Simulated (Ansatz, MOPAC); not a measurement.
Dissociation curve of NLi, lowest singlet found (which spin is the ground state isn't settled by this scan).

Levels: PM7, restricted, heats of formation (MOPAC); RCCSD = CCSD on RHF/aug-cc-pVDZ, frozen core (Ansatz, a quantum-chemistry and plane-wave program); RKS-CAM-B3LYP = Ansatz with restricted CAM-B3LYP/aug-cc-pVDZ; RMP2 = Ansatz with MP2 on RHF/aug-cc-pVDZ, frozen core; RKS-PBE = Ansatz with restricted PBE/aug-cc-pVDZ.

Energies are in mEh, each relative to the lowest point of its own curve between 1.66 and 2.35 Å, where full CI is lowest.

| R / Å | PM7 | RCCSD | RKS-CAM-B3LYP | RMP2 | RKS-PBE |
|---|---|---|---|---|---|
| 1.66 | 1.9 | 10.0 | 7.3 | 10.8 | 9.7 |
| 1.72 | 0.4 | 4.8 | 2.9 | 5.3 | 4.7 |
| 1.79 | 0.0 | 1.4 | 0.3 | … | 1.3 |
| 1.89 | … | 0.0 | 0.0 | 0.0 | 0.0 |
| 1.95 | 3.8 | 0.7 | 1.3 | … | 0.6 |
| 2.03 | 7.5 | 2.8 | 4.1 | 2.5 | 2.7 |
| 2.07 | 9.6 | 4.3 | 5.9 | 3.9 | 4.1 |
| 2.16 | 15.1 | 8.3 | 10.7 | 7.9 | 7.9 |
| 2.23 | 19.7 | 12.0 | 14.8 | 11.5 | 11.4 |
| 2.35 | 28.3 | 19.0 | … | 18.4 | 17.9 |
| 2.52 | 40.8 | 29.4 | 33.7 | 28.8 | 27.5 |
| 2.69 | 53.2 | 39.9 | 44.8 | 39.2 | 37.0 |
| 2.93 | … | 53.9 | 59.7 | 53.3 | 49.5 |
| 3.20 | 85.7 | 67.9 | 74.8 | 67.7 | 61.8 |
| 3.53 | 102.4 | 82.1 | 90.7 | 82.9 | 74.2 |
| 3.95 | 119.2 | 95.1 | 107.3 | 98.5 | 86.4 |
| 4.40 | 133.0 | 102.9 | 121.1 | 110.9 | 95.8 |
| 4.93 | 145.3 | — | 133.4 | 120.4 | … |
| 5.78 | 159.4 | — | 146.8 | 125.9 | 110.4 |
| 6.77 | 170.7 | — | 156.4 | 121.2 | 114.6 |

Some entries are withheld; supply them.


- 1.79, RMP2: 1.6
- 1.89, PM7: 1.7
- 1.95, RMP2: 0.5
- 2.35, RKS-CAM-B3LYP: 22.4
- 2.93, PM7: 69.5
- 4.93, RKS-PBE: 103.3

A dash means that the run gave no value there, or that the column was ended at a point which the program doubted or which failed a test of continuity chosen for this set; such a test can also cut sound points.

The scan ran from 1.42 to 6.77 Å; beyond the distances shown full CI changes its symmetry label. The restricted form behind PM7, RKS-CAM-B3LYP, RMP2, RKS-PBE keeps the bonding electrons paired and can't separate into open-shell fragments. The T1 diagnostic of CCSD on the restricted reference of RCCSD, RMP2 exceeds 0.045 at 3.20 to 6.77 Å.
